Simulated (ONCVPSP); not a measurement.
What one change does to a pseudopotential (scandium (Sc), ONCV)

- Element: Sc
- Generator: ONCVPSP 4.0.1
- Type: optimised norm-conserving Vanderbilt (ONCV)
- Functional: PBE
- Relativity: scalar-relativistic
- Frozen core: [Ne]
- Valence charge: 11
- Reference configuration: 3s2 3p6 3d1 4s1.5 (charge +0.5)
- Partial waves: 3s+4s: rc 1.45 bohr, ncon 4, nbas 7, qcut 6.5 1/bohr, 3 projectors, debl 1.4 Ha; 3p: rc 1.65 bohr, ncon 4, nbas 7, qcut 10.6 1/bohr, 2 projectors, debl 3.9 Ha; 3d: rc 1.70 bohr, ncon 3, nbas 8, qcut 7.6 1/bohr, 3 projectors, debl 2.6 Ha
- Local potential: polynomial inside 1.20 bohr (lpopt 4, dvloc0 -1 Ha)
- Core correction: Teter function, fcfact 2.25, rcfact 1.25

Change: core [Ar], valence charge 3; reference 3d1.5 4s1.5; waves now 4s: rc 2.55 bohr, ncon 4, nbas 8, qcut 2.7 1/bohr, 2 projectors, debl 4 Ha; p scattering state at 0.25 Ha: rc 2.35 bohr, ncon 4, nbas 7, qcut 3.7 1/bohr, 2 projectors, debl 0.4 Ha; 3d: rc 1.75 bohr, ncon 4, nbas 9, qcut 9.3 1/bohr, 1 projector; local potential polynomial inside 1.55 bohr (lpopt 3, dvloc0 2 Ha).

Cutoffs: the cutoffs (Ha) at which the residual kinetic energy of the hardest occupied pseudo-wave falls to 1 and 0.1 mHa per electron; they do not see the model core or the augmentation charge, which bear on the density cutoff. Errors are all-electron minus pseudo energies relative to the spin-unpolarised reference configuration.

**Question.** What does the change do?

**Answer.** The potential gets neither clearly harder nor softer (24 Ha and 48 Ha → 29 Ha and 34 Ha); a bound ghost appears in p, which as a rule spoils a file; the number of tests with a reliable result goes from 4 to 2. Several settings change at once here, so the effects cannot be laid on one of them.

| quantity | base | changed |
| --- | --- | --- |
| cutoff, loose | 24 Ha | 29 Ha |
| cutoff, tight | 48 Ha | 34 Ha |
| bound ghosts | none | p |
| GHOST(+) flags under 300 eV | none | s at 89.2 eV |
| tests with a reliable result | 4 of 4 | 2 of 4 |
| rms error of d²Exc/dni dnj with the model core, mHa | 0.75 | 17.85 |

 A true bound ghost makes a file unfit for plane-wave use even where its test errors are small: the radial tests pick states by their node count and pass the ghost by.
